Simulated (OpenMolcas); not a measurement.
**Ti2+: moving or changing the point charges**

Ti2+ among 8 point charges of -1.6 e arranged as a cube (Oh), 2.04 Å from the ion.
```
   1.1778    1.1778    1.1778  -1.60
   1.1778    1.1778   -1.1778  -1.60
   1.1778   -1.1778    1.1778  -1.60
   1.1778   -1.1778   -1.1778  -1.60
  -1.1778    1.1778    1.1778  -1.60
  -1.1778    1.1778   -1.1778  -1.60
  -1.1778   -1.1778    1.1778  -1.60
  -1.1778   -1.1778   -1.1778  -1.60
```

```json
{
  "Program": "OpenMolcas 26.06",
  "Method": "SS-CASPT2, IPEA 0.25 Eh, imaginary shift 0.1 Eh (closed shells correlated: 3s 3p)",
  "Basis": "ANO-RCC-VDZP [5s4p2d1f]",
  "Scalar Hamiltonian": "DKH2, point nucleus",
  "Active space": "2 electrons in 5 orbitals (3d)",
  "State averaging": "2S+1 = 3 even, 10 roots; 2S+1 = 1 even, 15 roots",
  "Spin-orbit coupling": "RASSI with atomic mean-field integrals over the reference wave functions"
}
```

Runs around this geometry, states (labels of O, the rotations of Oh). Energies in cm-1 above the lowest state or level, χT in cm3 K/mol.

| R (Å) | q (e) | Ground state | First state of that spin | First gap with spin-orbit (degeneracies) | χT at 300 K | First state of another spin |
| --- | --- | --- | --- | --- | --- | --- |
| 2.04 | -1.28 | 3A2 | 3T2 7480 | 7420 (3, 1) | 1.023 | 1E 9070 |
| 2.04 | -1.6 | 3A2 | 3T2 9830 | 8690 (3, 2) | 1.019 | 1E 8700 |
| 2.23 | -1.6 | 3A2 | 3T2 6170 | 6110 (3, 1) | 1.026 | 1E 9220 |

Taking the first state of the same spin as R^-n, n = -ln(6170 / 9830) / ln(2.23 / 2.04) = 5.2 between the shortest and longest distance.

Scaling the charges by -1.28 / -1.6 = 0.80 scales the first state of the same spin by 7480 / 9830 = 0.76; with fixed orbitals a first-order splitting would follow the charge.

Roots that are degenerate in the reference are averaged as groups; the widest CASPT2 spread within a group is 710 cm-1 (the 3-fold group of multiplicity 1 near 20000 cm-1 above the lowest state of its run, R = 2.23, q = -1.6). Shifts and gaps below about the spread of the groups concerned are not significant. Free-ion shares, where given, are those of the reference states; single-state CASPT2 does not remix them. This is an electrostatic model: the charges have no orbitals. No measured value stands beside these numbers.
